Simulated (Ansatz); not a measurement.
A nudged elastic band was laid between two geometries of a periodic cell of 17 atoms, Li16Au (surface Li(110), adsorbate Au).

These are results of DFT PBEsol, scalar-relativistic, plane waves, PAW in Ansatz, not measurements. Settings: cutoff 420 eV, k mesh 3x3x1, gaussian smearing 0.1 eV, no spin polarisation.

```json
{
 "movable images": "7",
 "climbing image": "yes",
 "spring": "10.0 eV/Å²",
 "optimiser": "quadratic models (default)",
 "start path": "straight line",
 "force threshold": "0.05 eV/Å",
 "iteration limit": "70",
 "end points": "relaxed",
 "atoms held": "1 to 4"
}
```

Initial state:

```xyz
17
Lattice="6.9800 0.0000 0.0000 3.4900 4.9356 0.0000 0.0000 0.0000 19.4034" Properties=species:S:1:pos:R:3
Li 0.000 2.468 1.000
Li 3.490 2.468 1.000
Li 1.745 4.936 1.000
Li 5.235 4.936 1.000
Li 0.023 0.002 3.307
Li 3.469 0.004 3.304
Li 1.745 2.456 3.365
Li 5.237 2.471 3.336
Li -0.103 2.428 5.868
Li 3.603 2.429 5.866
Li 1.747 4.821 5.622
Li 5.242 5.026 5.636
Li 0.116 -0.130 7.985
Li 3.387 -0.125 7.987
Li 1.753 2.507 8.407
Li 5.235 2.153 8.576
Au 8.733 4.743 9.627
```

Final state:

Only the atoms that move by more than 0.05 Å are listed.
```
Li9 0.108 2.496 5.853
Li10 3.382 2.496 5.853
Li11 1.745 5.045 5.607
Li12 5.235 4.832 5.625
Li13 0.115 0.128 7.984
Li14 3.375 0.128 7.984
Li15 1.745 2.790 8.564
Li16 5.235 2.426 8.382
Au17 8.725 5.135 9.617
```

Task: Which bonds break or form, and what moves?

Result: The atom that moves furthest is Au17, by 0.39 Å.

Task: Give the energies along the band, and the barrier.

Result: It converged. The highest image is number 3 of 0 to 8, 0.000 eV above the ends, which have the same energy within 2 meV. The top lies less than 8 meV above the higher end, about what the thresholds resolve: that end is a shoulder or a very shallow well. By the program's own check the climbing image is of a kind that is not told: the force calls were inconclusive, a negative curvature could not be distinguished from the path's own, the only one lies far off the path, or fixed occupations may fill a level only in part; it falls along a direction along which the end points fall too. Limits of this set-up: coarse k mesh, thin slab, slab without dipole correction.

```json
{"image": "0", "path coordinate (Å)": "0.00", "energy (eV)": "0.000"}
{"image": "1", "path coordinate (Å)": "0.10", "energy (eV)": "0.000"}
{"image": "2", "path coordinate (Å)": "0.21", "energy (eV)": "0.000"}
{"image": "3", "path coordinate (Å)": "0.31", "energy (eV)": "0.000"}
{"image": "4", "path coordinate (Å)": "0.42", "energy (eV)": "0.000"}
{"image": "5", "path coordinate (Å)": "0.52", "energy (eV)": "0.000"}
{"image": "6", "path coordinate (Å)": "0.62", "energy (eV)": "0.000"}
{"image": "7", "path coordinate (Å)": "0.73", "energy (eV)": "0.000"}
{"image": "8", "path coordinate (Å)": "0.83", "energy (eV)": "0.000"}
```

Task: What is the geometry of the highest image?

Result: 
```xyz
17
Lattice="6.9800 0.0000 0.0000 3.4900 4.9356 0.0000 0.0000 0.0000 19.4034" Properties=species:S:1:pos:R:3
Li 0.000 2.468 1.000
Li 3.490 2.468 1.000
Li 1.745 4.936 1.000
Li 5.235 4.936 1.000
Li 0.022 0.001 3.307
Li 3.469 0.002 3.306
Li 1.745 2.460 3.353
Li 5.236 2.474 3.348
Li -0.024 2.454 5.862
Li 3.520 2.454 5.861
Li 1.746 4.905 5.616
Li 5.239 4.953 5.632
Li 0.116 -0.034 7.984
Li 3.382 -0.030 7.986
Li 1.750 2.613 8.466
Li 5.235 2.256 8.503
Au 8.730 4.890 9.623
```

Run time: 9.6 min on 2 threads of Arm Neoverse V1, on a shared host, peak memory 1.7 GiB.
